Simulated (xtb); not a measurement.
AlCl, singlet, from a rough starting geometry (GFN-xTB shapes and energies of metal compounds can be far from the true ones).

The xtb input:
```
$ xtb mol.xyz --gfn 2 --opt vtight --json

# file mol.xyz
2

Al    -0.61101624    -0.54729317    -0.57127094
Cl     0.60437431     0.57316042     0.57414771
```

### Question
What does this run give for the HOMO-LUMO gap, total energy at the end of the optimisation, dipole moment?

### Answer

```json
{
 "HOMO-LUMO gap": "2.70 eV",
 "total_energy_at_the_end_of_the_optimisation": "-5.6303 Eh",
 "dipole_moment": "0.97 D"
}
```
